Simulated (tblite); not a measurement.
C7H9O, charge +1, singlet, geometry from GFN2-xTB; tblite 0.6.0 with GFN1-xTB.

Here is a job for tblite.
```
$ tblite run mol.xyz --method gfn1 --charge 1 --spin 0 --spin-polarized --json tblite.json --no-restart

# file mol.xyz
17

C      2.68581111     0.47233117    -0.23426577
O      1.70989725     0.21900805     0.81386579
C      0.34471567     0.03250646     0.32907195
C      0.01222459    -1.19816702    -0.20327298
C     -1.28799653    -1.38978475    -0.64407141
C     -2.21537241    -0.36423910    -0.54765958
C     -1.85671093     0.86026071    -0.00676033
C     -0.56031393     1.07014763     0.43843242
H      3.66463036     0.55667222     0.23538758
H      2.67916004    -0.38406176    -0.90637054
H      2.44929023     1.37869168    -0.79224115
H      1.70573102     0.97635760     1.43676038
H      0.74141377    -1.99032729    -0.25934878
H     -1.57168239    -2.34338551    -1.05898733
H     -3.22491764    -0.52078929    -0.89251364
H     -2.58071358     1.65504338     0.07210182
H     -0.27623520     2.02140386     0.86543975
```

Question: Write the output that tblite gives for this input, abridged.

Answer: 
```
xTB calculator
 | screened Coulomb repulsion
 | Coulomb electrostatics
 |  * isotropic Klopman-Ohno-Mataga-Nishimoto electrostatics
 |  * onsite third-order electrostatics
 | DFT-D3(BJ) dispersion correction
 | Interactions (1)
 | [1] spin polarization

halogen bonding energy    0.0000000000000E+00 Eh
repulsion energy          3.6504093272144E-01 Eh
dispersion energy        -7.3275744954121E-03 Eh
interaction energy        0.0000000000000E+00 Eh
number of electrons       4.2000000000000E+01 e
integral cutoff           1.9731147476801E+01 bohr

------------------------------------------------------------
  cycle        total energy    energy error   density error
------------------------------------------------------------
      1     -23.79361580994  -2.4151329E+01   4.4526593E-01
      2     -23.83639183328  -4.2776023E-02   2.6116260E-01
      3     -23.83522390959   1.1679237E-03   3.6461125E-02
      4     -23.83874061600  -3.5167064E-03   7.9415352E-03
      5     -23.83920591499  -4.6529899E-04   1.6110557E-03
      6     -23.83921519306  -9.2780725E-06   5.2187675E-04
      7     -23.83921574508  -5.5202536E-07   1.3077943E-04
      8     -23.83921577914  -3.4055404E-08   2.4433956E-05
      9     -23.83921578300  -3.8576360E-09   7.8090023E-06
------------------------------------------------------------

electronic energy        -2.4196929141223E+01 Eh
total energy             -2.3839215782997E+01 Eh

Post processing:
 | Mayer-Wiberg bond orders

[Info] JSON dump of results written to 'tblite.json'
```
